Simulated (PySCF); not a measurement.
## Absolute configuration from chiroptical data

Computed, not measured: TDDFT BHandHLYP/def2-SVPD circular dichroism and optical rotation, one conformer, gas phase in PySCF 2.14.0. Geometry: GFN2-xTB.

Values for one enantiomer of C4H8FNSi2, R in 10⁻⁴⁰ esu² cm² (velocity form):
| λ (nm) | f | R |
| --- | --- | --- |
| 202 | 0.019 | -21.0 |
| 194 | 0.024 | +47.4 |
| 182 | 0.002 | -5.8 |
| 182 | 0.129 | -37.6 |
| 178 | 0.007 | +8.5 |
| 176 | 0.012 | +12.6 |
| 171 | 0.018 | +16.5 |
| 169 | 0.020 | -0.6 |
| 165 | 0.030 | -15.6 |
| 162 | 0.005 | +2.3 |
| 159 | 0.009 | -11.1 |
| 156 | 0.003 | -0.4 |
| 152 | 0.007 | -5.3 |
| 150 | 0.004 | +12.0 |
| 149 | 0.009 | +13.0 |
| 148 | 0.024 | -22.0 |

[α] at 589.3 nm: -38 deg dm⁻¹ (g/mL)⁻¹ (origin-invariant length gauge).

Question: Which structure gives these signs?
A. C[C@H]1[SiH2][C@H](F)[Si@@H]1C#N
B. C[C@@H]1[SiH2][C@@H](F)[Si@H]1C#N

Answer: B. Its CIP labels in SMILES order are R, R, S; the other enantiomer gives every sign reversed.

Geometry of C[C@@H]1[SiH2][C@@H](F)[Si@H]1C#N as run:
```xyz
16

C    -2.067    0.133    0.440
C    -0.717    0.542   -0.144
Si   -0.029   -0.612   -1.538
C     1.328   -1.150   -0.254
F     2.641   -1.096   -0.709
Si    0.795    0.221    1.008
C     1.972    1.666    0.987
N     2.681    2.565    0.971
H    -2.857    0.245   -0.301
H    -2.055   -0.905    0.765
H    -2.322    0.752    1.299
H    -0.794    1.585   -0.458
H     0.545    0.089   -2.679
H    -0.924   -1.698   -1.938
H     1.205   -2.166    0.134
H     0.590   -0.163    2.404
```
